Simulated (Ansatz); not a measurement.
Cartesian coordinates in Å:
```
S -1.364 1.144 -2.602
C -0.419 -0.287 -1.991
C -0.009 -0.170 -0.557
C -0.601 -0.975 0.408
C -0.236 -0.868 1.743
C 0.730 0.049 2.126
C 1.328 0.857 1.167
C 0.959 0.751 -0.162
H -2.304 1.120 -1.644
H 0.453 -0.326 -2.647
H -0.995 -1.198 -2.156
H -1.354 -1.698 0.111
H -0.707 -1.504 2.484
H 1.019 0.134 3.167
H 2.086 1.575 1.460
H 1.415 1.395 -0.906
```

Charge 0, multiplicity 1.

Question: List the ωB97M-V/def2-TZVPP orbital energies in eV (the Gaussian-basis code of Ansatz). (Estimate.)

Answer: The calculation gave: Occupied: -2426.72, -282.44, -281.93, -281.64, -281.63, -281.63, -281.59, -281.58, -220.67, -163.80, -163.72, -163.57, -27.09, -25.24, -23.79, -23.36, -20.97, -19.81, -19.08, -17.17, -15.92, -15.49, -14.54, -14.38, -14.07, -13.94, -12.88, -12.47, -12.07, -11.56, -9.60, -9.41, -8.86. Lowest empty: 1.50, 1.69, 2.37, 3.10, 3.38, 3.59, 3.89, 4.32.
